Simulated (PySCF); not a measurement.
[NbCl6]- (charge -1 and singlet state).
Bonds: Nb1–Cl2, Nb1–Cl3, Nb1–Cl4, Nb1–Cl5, Nb1–Cl6, Nb1–Cl7.

Computed, not measured: PySCF, PBE0-D3(BJ)/def2-SVP geometry optimisation, gas phase, def2 core potentials past Kr.

(1) What internal coordinates does the optimisation give?

## Answers

(1) 
```json
{"bond": "Nb1–Cl2 and 5 like bonds", "length (Å)": "2.362"}
```

Bonds in one row agree within 0.01 Å and their mean is given. A selection of angles:
```json
{"angle": "Cl2–Nb1–Cl3", "degrees": "179.9"}
{"angle": "Cl2–Nb1–Cl4", "degrees": "90.1"}
```

All 6 Cl–Nb bonds measure 2.362 Å. Nb1 (niobium bonded to 6 Cl) is octahedral (the three widest angles are 179.9°, 179.8° and 179.7°, the others run from 89.8° to 90.2°).

Point group: Oh (every atom within 0.08 Å of its image). Not checked by PBE0-D3(BJ)/def2-SVP frequencies. The geometry's basis has no diffuse functions, a weakness for an anion.
